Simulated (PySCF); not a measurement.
SnOCl₂, SMILES [Cl][Sn]([Cl])=[O].

The structure is a stationary point at B3LYP-D3(BJ)/def2-SVP. The def2 effective core potentials stand for the cores of Sn; spin–orbit coupling is left out.

Computed with PBE/def2-TZVPD (PySCF).

Symmetry labels are those of the subgroup C2v that the program uses (full group C2v).

Question: List the valence orbital energies around the gap with their symmetry. (Estimate from the structure and the level; the computed values follow.)

Answer: 
```csv
orbital,symmetry,energy (eV)
HOMO−7,B2,-10.27
HOMO−6,A1,-9.52
HOMO−5,B1,-9.17
HOMO−4,A2,-8.70
HOMO−3,A1,-8.63
HOMO−2,B2,-8.48
HOMO−1,B1,-7.45
HOMO,B2,-7.08
LUMO,A1,-4.83
LUMO+1,B1,-3.47
LUMO+2,B2,-0.92
LUMO+3,A1,-0.41
```
